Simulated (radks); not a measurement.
Values are calculated unless marked as measured or tabulated.
Numerical settings for the argon ion Ar3+, [Ne] 3s2 3p3. Code: a radial shooting solver on a logarithmic mesh with Libxc functionals. Model: scalar-relativistic Kohn-Sham, SCAN, spin-polarised, spherical densities, finite nucleus; open shells are filled with parallel spins first; meta-GGA in the generalised Kohn-Sham scheme; Fermi nuclear charge, rms radius 3.4274 fm. The defaults (mesh step 0.008 in ln r, mesh end at 40 bohr or more with all orbitals vanishing there, Anderson mixing 0.5 over 9 steps, residual threshold near 1e-9 with the energy settled to 1e-9 hartree or 1e-11 of itself, here a cap of 97 iterations) give E = -526.394 hartree and 3p at -52.419 eV in 34 iterations. Run on one thread of a shared host, so times are rough (Intel(R) Xeon(R) 6975P-C): 0.17 s of CPU time, 0.17 s wall, 34 iterations on 2189 mesh points. Changes against that run (0 stands for a change within the tolerance of the run):

| setting | iterations | converged | E (mhartree) | e(3p) (meV) | CPU (s) |
|---|---|---|---|---|---|
| mesh step in ln r 0.12 | 97 | no | -2.64e+06 | - | 0.17 |
| mesh step in ln r 0.2 | 97 | no | -2.57e+06 | - | 0.16 |
| mesh step in ln r 0.003 | 17 | no | diverged | - | 0.27 |
| mesh end (bohr) 2 | 29 | yes | +2.45e+03 | +2.37e+04 | 0.13 |
| mesh end (bohr) 12 | 97 | no | -0.375 | -0.403 | 0.38 |
| residual threshold 0.01 | 14 | yes | 0 | +0.267 | 0.08 |
| residual threshold 0.1 | 14 | yes | 0 | +0.267 | 0.08 |
| mixing 0.2 | 39 | yes | 0 | 0 | 0.2 |
| linear mixing, mixing 0.2 | 97 | no | 0 | +0.011 | 0.42 |
| linear mixing, mixing 0.05 | 97 | no | +0.0633 | -35.4 | 0.48 |
| mixing history 20 | 32 | yes | 0 | 0 | 0.17 |
| iteration cap 3 | 3 | no | +12 | -1.93e+03 | 0.02 |

Settings that end as converged yet miss the energy by more than 1 mhartree: mesh end (bohr) 2 (+2.45 hartree). A mesh that ends early acts as a hard wall.
